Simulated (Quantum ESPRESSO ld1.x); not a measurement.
All-electron atom: Ca4+ in [Ne] 3s1 3p4 4f1 (not the ground configuration). Method: non-relativistic Kohn-Sham, LDA (Slater exchange, Perdew-Zunger correlation), spin-polarised, spherical densities, point nucleus; open shells are filled with parallel spins first; computed with ld1.x of Quantum ESPRESSO 7.5.

Unscreened Slater integrals over Kohn-Sham orbitals (hartree). They are taken over the spin-up orbitals. Empty in this configuration: 3d, 4s.

integral      value
F0(4f,4f)   0.28055
F2(4f,4f)   0.15088
F4(4f,4f)  0.099159
F6(4f,4f)  0.072803
F0(4f,4s)   0.31220
G3(4f,4s)   0.11784
F0(4f,3d)   0.35207
F2(4f,3d)  0.091475
F4(4f,3d)  0.044226
G1(4f,3d)  0.068560
G3(4f,3d)  0.040202
G5(4f,3d)  0.027777
F0(4f,3p)   0.35388
F2(4f,3p)  0.086167
G2(4f,3p)  0.041026
G4(4f,3p)  0.026891
F0(4s,4s)   0.36261
F0(4s,3d)   0.44691
G2(4s,3d)  0.053230
F0(4s,3p)   0.45163
G1(4s,3p)  0.042335
F0(3d,3d)   0.76104
F2(3d,3d)   0.37733
F4(3d,3d)   0.24042
F0(3d,3p)   0.77926
F2(3d,3p)   0.38650
G1(3d,3p)   0.47337
G3(3d,3p)   0.29535
F0(3p,3p)   0.80464
F2(3p,3p)   0.40929

Derived for the open shells (J is the average intra-shell exchange parameter used in DFT+U). 3p: J = F2/5 = 0.08186 hartree; in LS coupling 1D lies 6 F2/25 = 0.09823 hartree above 3P. 4f: F4/F2 = 0.657, F6/F2 = 0.483, J = (286 F2 + 195 F4 + 250 F6)/6435 = 0.01254 hartree.
